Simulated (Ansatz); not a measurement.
Two isomers of CH8ClNSi2: A = `N[SiH]([SiH3])CCl`, B = `C[SiH2]N[SiH2]Cl`.

Program: Ansatz. Geometries: PBE0-D4/def2-TZVP. ΔE: electronic, gas phase. CCSD(T)/CBS is the MP2 limit (def2-TZVPP, def2-QZVPP) plus CCSD(T) − MP2 in def2-TZVPP, frozen cores. Functionals use def2-TZVPP. B3LYP here is the variant with VWN-RPA as its local correlation; programs differ in this. Each species was taken in one conformer, which may not be the lowest.

Which is lower in electronic energy at CCSD(T)/CBS, and by how much? (Estimate.)

The calculation gave: B, by 245.4 kJ/mol.

Give E(B) − E(A) in kJ/mol with B2PLYP, r2SCAN-D4, CCSD/def2-TZVPP, HF/def2-TZVPP, PBE-D4, CCSD(T)/def2-TZVPP, B3LYP-D4. (An estimate is asked.)

The calculation gave: B2PLYP -248.2, r2SCAN-D4 -242.9, CCSD/def2-TZVPP -247.7, HF/def2-TZVPP -265.3, PBE-D4 -219.9, CCSD(T)/def2-TZVPP -244.3, B3LYP-D4 -240.3. None reverses the order clearly.

Largest T1 diagnostic: 0.011.

In def2-TZVPP, CCSD(T) changes the Hartree–Fock value by +21.0 kJ/mol (the triples alone add +3.4 kJ/mol) and MP2 by +7.9 kJ/mol. From PBE to PBE0 (25 % exact exchange), in def2-TZVPP and without D4, E(B) − E(A) moves by −11.2 kJ/mol.
